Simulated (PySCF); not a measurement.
# TDDFT excited states: C6H6ClF

Compound: C6H6ClF.
Z-matrix (Å and degrees, PBE0-D3(BJ)/def2-SVP geometry), rows numbered from 1:
```
F 
C   1  1.3763
C   2  1.5063  1  111.37
Cl  3  1.7163  2  120.41  1    67.36
C   3  1.3410  2  112.91  1  -114.05
C   5  1.4842  3  110.51  2    -2.86
C   6  1.5110  5  114.78  3   -63.02
C   7  1.4951  6   60.29  5    93.76
H   2  1.1041  1  107.16  3   122.30
H   5  1.0908  3  124.90  2  -179.35
H   6  1.0929  5  120.23  3   143.39
H   7  1.0935  6  117.80  8   106.60
H   7  1.0944  6  117.38  8  -109.54
H   8  1.0920  2  116.33  1   -26.31
```

Computed with PySCF 2.14.0, density-fitted response routines, TDDFT B3LYP/def2-SVPD, vertical, gas phase, core orbitals frozen in the response.

Question: What does the calculation give for the low-lying excited states?

Answer: 

| state | λ (nm) | E (eV) | f | \|μ\| (D) | main configurations (H = HOMO, L = LUMO) |
| --- | --- | --- | --- | --- | --- |
| S1 | 219.3 | 5.65 | 0.164 | 2.76 | H→L (92%) |
| S2 | 195.7 | 6.34 | 0.0017 | 0.27 | H→L+1 (86%) |
| S3 | 190.9 | 6.50 | 0.0087 | 0.60 | H-1→L (86%), H-2→L (12%) |
| S4 | 184.9 | 6.71 | 0.016 | 0.78 | H→L+2 (56%), H-2→L (34%) |
| S5 | 182.8 | 6.78 | 0.024 | 0.96 | H-2→L (49%), H→L+2 (30%), H-1→L (8%) |
| S6 | 176.1 | 7.04 | 0.032 | 1.09 | H→L+3 (81%), H→L+4 (8%) |

The lowest singlet lies at 5.65 eV (219 nm, ultraviolet) and is strong; its leading configuration is HOMO→LUMO (92%). The lowest level is also the most intense of those listed (f = 0.164). Löwdin shares by element: HOMO carbon 56% or more, chlorine 25% (atoms not listed hold the other 20%); LUMO carbon 65% or more, chlorine 8% (atoms not listed hold the other 27%). The oscillator strengths of these states sum to 0.245; summed over the whole spectrum of an exact calculation they would give the number of electrons, 68 (Thomas–Reiche–Kuhn). Orbital energies (eV): HOMO-3 -9.21, HOMO-2 -8.69, HOMO-1 -8.53, HOMO -6.95, LUMO -0.87, LUMO+1 0.38, LUMO+2 0.70. Of the 6 states listed, 4 reach f = 0.01 and none stays under 0.0005. The window holds the lowest 6 singlets.

Hardware: one thread, Arm Neoverse V1, no GPU, on a shared host. Cost: 40 s.
